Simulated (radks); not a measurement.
The numbers below are computed, except where a source is named.
How relativity changes the ionisation of the gold ion Au2+ ([Xe] 4f14 5d9) to Au3+ ([Xe] 4f14 5d8). Spin-unpolarised spherical Kohn-Sham, BLYP, point nucleus unless stated (finite: rms radius 5.4371 fm), a radial shooting solver on a logarithmic mesh with Libxc functionals. A level marked "c x" has the speed of light scaled by that factor and shares open shells by 2j + 1; other Dirac levels either fill j = l - 1/2 first or share by 2j + 1.

non-rel.: E(Au2+) (hartree) -17868.9001; E(Au3+) (hartree) -17867.6267; IE (eV) 34.651; HOMO 5d; <r> HOMO (bohr) 1.479
scalar-rel.: E(Au2+) (hartree) -19011.7601; E(Au3+) (hartree) -19010.5196; IE (eV) 33.756; HOMO 5d; <r> HOMO (bohr) 1.502
scalar-rel., finite nucleus: E(Au2+) (hartree) -19007.5055; E(Au3+) (hartree) -19006.2650; IE (eV) 33.757; HOMO 5d; <r> HOMO (bohr) 1.502
Dirac, 2j+1 shares: E(Au2+) (hartree) -19048.0011; E(Au3+) (hartree) -19046.7606; IE (eV) 33.757; HOMO 5d5/2; <r> HOMO (bohr) 1.526
Dirac, low j first: E(Au2+) (hartree) -19048.0261; E(Au3+) (hartree) -19046.8147; IE (eV) 32.963; HOMO 5d5/2; <r> HOMO (bohr) 1.527
Dirac, 2j+1 shares, finite nucleus: E(Au2+) (hartree) -19043.6977; E(Au3+) (hartree) -19042.4571; IE (eV) 33.758; HOMO 5d5/2; <r> HOMO (bohr) 1.526
Dirac, c x 0.85: E(Au2+) (hartree) -19648.0070; E(Au3+) (hartree) -19646.7776; IE (eV) 33.454; HOMO 5d5/2; <r> HOMO (bohr) 1.546
Dirac, c x 2: E(Au2+) (hartree) -18125.6647; E(Au3+) (hartree) -18124.4000; IE (eV) 34.415; HOMO 5d5/2; <r> HOMO (bohr) 1.490
Dirac, c x 3: E(Au2+) (hartree) -17980.4972; E(Au3+) (hartree) -17979.2277; IE (eV) 34.545; HOMO 5d5/2; <r> HOMO (bohr) 1.484

NIST Atomic Spectra Database: 30 eV (theoretical). The relativistic part of the total energy of Au2+ is -1175 hartree (Dirac, 2j+1 shares, finite nucleus), 6.6 % of the non-relativistic value. Spin polarisation and multiplet splitting of open shells are left out at every level.

Beside tabulated values, note that relativity, absent from the non-relativistic runs, is large for the heavy elements, and spin-unpolarised runs miss the spin-polarisation part of the exchange energy of open shells.
